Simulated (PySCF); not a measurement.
3,4-dimethylphosphinine, C7H9P.
Bonds: C1–C2, C2–C3 (aromatic), C3–C4 (aromatic), C4–P5 (aromatic), P5–C6 (aromatic), C6–C7 (aromatic), C7–C8, C2–C7 (aromatic). Hydrogens: H9, H10, H11 on C1; H12 on C3; H13 on C4; H14 on C6; H15, H16, H17 on C8.

Computed by this run: PBE0-D3(BJ)/def2-TZVP geometry optimisation, gas phase (PySCF 2.14.0); density fitting, grid level 2; the optimiser is geomeTRIC in internal coordinates, started from a GFN2-xTB structure with every atom displaced at random (about 0.01 Å).

The end geometry, which sets the zero of energy:
```
atom  x, y, z in Å
C1     -0.6329    1.7816    0.1870
C2      0.2204    0.5676   -0.0148
C3      1.5828    0.7315   -0.2472
C4      2.4838   -0.2978   -0.4510
P5      2.0804   -1.9724   -0.4562
C6      0.3855   -1.8618   -0.1526
C7     -0.3641   -0.7091    0.0327
C8     -1.8379   -0.8285    0.2885
H9     -1.4424    1.8301   -0.5476
H10    -0.0428    2.6938    0.0984
H11    -1.1065    1.7809    1.1736
H12     1.9589    1.7518   -0.2687
H13     3.5241   -0.0365   -0.6215
H14    -0.1477   -2.8082   -0.1007
H15    -2.4195   -0.3433   -0.5012
H16    -2.1428   -1.8735    0.3391
H17    -2.1203   -0.3459    1.2285
```

Question: These geometries come from the run, each turned onto the end geometry. Order them by energy, lowest first.
A.
```
atom  x, y, z in Å
C1     -0.6249    1.7891    0.1949
C2      0.2127    0.5652   -0.0246
C3      1.5779    0.7248   -0.2459
C4      2.4923   -0.2952   -0.4341
P5      2.0850   -1.9685   -0.4262
C6      0.3850   -1.8603   -0.1454
C7     -0.3743   -0.7103    0.0199
C8     -1.8504   -0.8371    0.2603
H9     -1.5302    1.7812   -0.4158
H10    -0.0634    2.6933   -0.0424
H11    -0.9469    1.8613    1.2392
H12     1.9468    1.7472   -0.2767
H13     3.5377   -0.0261   -0.5944
H14    -0.1455   -2.8082   -0.0905
H15    -2.4261   -0.3223   -0.5146
H16    -2.1567   -1.8828    0.2663
H17    -2.1401   -0.3908    1.2161
```
B.
```
atom  x, y, z in Å
C1     -0.6307    1.7802    0.2159
C2      0.2173    0.5662   -0.0235
C3      1.5798    0.7343   -0.2646
C4      2.4738   -0.3025   -0.4519
P5      2.0934   -1.9796   -0.3805
C6      0.3894   -1.8632   -0.1316
C7     -0.3680   -0.7097    0.0194
C8     -1.8461   -0.8281    0.2413
H9     -1.5516    1.7643   -0.3705
H10    -0.0804    2.6849   -0.0358
H11    -0.9198    1.8491    1.2658
H12     1.9441    1.7532   -0.3193
H13     3.5356   -0.0245   -0.5977
H14    -0.1455   -2.8084   -0.0693
H15    -2.4071   -0.3069   -0.5429
H16    -2.1612   -1.8717    0.2400
H17    -2.1439   -0.3772    1.1915
```
C.
```
atom  x, y, z in Å
C1     -0.6163    1.7595    0.1830
C2      0.2120    0.5636   -0.0194
C3      1.5568    0.7322   -0.2577
C4      2.5103   -0.2865   -0.4530
P5      2.0758   -1.9810   -0.4511
C6      0.3741   -1.8551   -0.1403
C7     -0.3530   -0.7070    0.0349
C8     -1.8223   -0.8244    0.2805
H9     -1.4244    1.8362   -0.5572
H10    -0.0428    2.6887    0.1167
H11    -1.1268    1.7629    1.1652
H12     1.9631    1.7524   -0.2739
H13     3.4869   -0.0249   -0.6269
H14    -0.1642   -2.8028   -0.0729
H15    -2.4064   -0.3283   -0.4898
H16    -2.1418   -1.8583    0.3091
H17    -2.1019   -0.3667    1.2390
```
D.
```
atom  x, y, z in Å
C1     -0.6276    1.7851    0.1875
C2      0.2166    0.5655   -0.0211
C3      1.5808    0.7317   -0.2414
C4      2.4861   -0.2952   -0.4354
P5      2.0820   -1.9701   -0.4390
C6      0.3835   -1.8628   -0.1541
C7     -0.3693   -0.7105    0.0223
C8     -1.8440   -0.8333    0.2724
H9     -1.5084    1.7856   -0.4596
H10    -0.0588    2.6928   -0.0143
H11    -0.9947    1.8426    1.2173
H12     1.9545    1.7525   -0.2619
H13     3.5281   -0.0323   -0.5957
H14    -0.1490   -2.8099   -0.1067
H15    -2.4250   -0.3241   -0.5022
H16    -2.1510   -1.8787    0.2915
H17    -2.1248   -0.3786    1.2269
```

Answer: D (0.004 eV), A (0.008 eV), B (0.024 eV), C (0.152 eV).

In the order of the answer:

```json
{"step": "5", "E above end (eV)": "0.004", "largest force (eV/Å)": "0.03", "rms force component (eV/Å)": "0.012", "rms distance from end (Å)": "0.055", "rms bond change (Å)": "0.000", "bond most changed (Å)": "C1–H9 -0.001"}
{"step": "2", "E above end (eV)": "0.008", "largest force (eV/Å)": "0.20", "rms force component (eV/Å)": "0.039", "rms distance from end (Å)": "0.076", "rms bond change (Å)": "0.001", "bond most changed (Å)": "C4–H13 +0.005"}
{"step": "1", "E above end (eV)": "0.024", "largest force (eV/Å)": "0.93", "rms force component (eV/Å)": "0.178", "rms distance from end (Å)": "0.093", "rms bond change (Å)": "0.005", "bond most changed (Å)": "C4–H13 +0.021"}
{"step": "0", "E above end (eV)": "0.152", "largest force (eV/Å)": "3.73", "rms force component (eV/Å)": "0.741", "rms distance from end (Å)": "0.025", "rms bond change (Å)": "0.021", "bond most changed (Å)": "C4–H13 -0.060"}
```

The cost below is that of the whole optimisation. On AMD EPYC 9R45, 2 threads, no GPU (shared host), this took 2.1 min wall, 5.6 min CPU and 2.0 GiB of memory at its peak.
